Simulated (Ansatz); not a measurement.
Job for Ansatz (a program for electronic structure): U-MP2/cc-pVTZ on AsH2 (SMILES [AsH2]), 2S+1 = 2. The run froze 14 orbitals, filled d shells among them.

Ansatz 0.2 input:
```yaml
crystal:
  periodic: [false, false, false]
  atoms:
    - {symbol: As, position_ang: [-0.00017138, 0.05249784, 0.00000000]}
    - {symbol: H, position_ang: [-1.08299316, -1.01233280, -0.00000000]}
    - {symbol: H, position_ang: [1.08957960, -1.00524035, -0.00000000]}
basis:
  gaussian:
    orbitals: cc-pVTZ
magnetization: {spin_polarized: true, initial_magnetization: 1}
correlation: {method: mp2, electrons: outside_noble_gas}
accuracy: high
phonons: {}
scf: {omitted_lower_state_checks: [cluster_reference]}
```

Give the final energy of this run.

-2235.5105 hartree.

How many basis functions does it have, and what does it roughly cost on one machine?

71 functions; very roughly 30 core-seconds.
